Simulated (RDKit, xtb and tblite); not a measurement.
Conformational energy of SMILES COc1cccc(-c2cccs2)c1. Scanned: dihedral C1–O2–C3–C4 and dihedral C6–C7–C8–S12; all other coordinates were relaxed at GFN2-xTB. Points at φ and −φ are mirror images. Heavy atoms are numbered in the order of the SMILES COc1cccc(-c2cccs2)c1, hydrogens after them in the order of the atoms that carry them; the mirror image has the same energies with the sign of each dihedral reversed.

Levels: GFN2-xTB (xtb and tblite); MMFF94 // GFN2-xTB (RDKit); UFF // GFN2-xTB (RDKit).

Energies in kcal/mol at chosen points (x: dihedral C1–O2–C3–C4 (°); y: dihedral C6–C7–C8–S12 (°)), relative to x = 0, y = -150:

```json
[
 {"method": "GFN2-xTB", "(150, -120)": "2.9", "(-30, 90)": "4.5", "(60, -90)": "7.0", "(-30, -60)": "3.1", "(-60, -90)": "7.1", "(30, -30)": "1.1", "(-60, 180)": "3.3"},
 {"method": "MMFF94", "(150, -120)": "-0.1", "(-30, 90)": "0.3", "(60, -90)": "1.7", "(-30, -60)": "-0.2", "(-60, -90)": "1.8", "(30, -30)": "0.1", "(-60, 180)": "3.4"},
 {"method": "UFF", "(150, -120)": "3.6", "(-30, 90)": "5.8", "(60, -90)": "7.9", "(-30, -60)": "3.2", "(-60, -90)": "7.9", "(30, -30)": "1.1", "(-60, 180)": "3.8"}
]
```
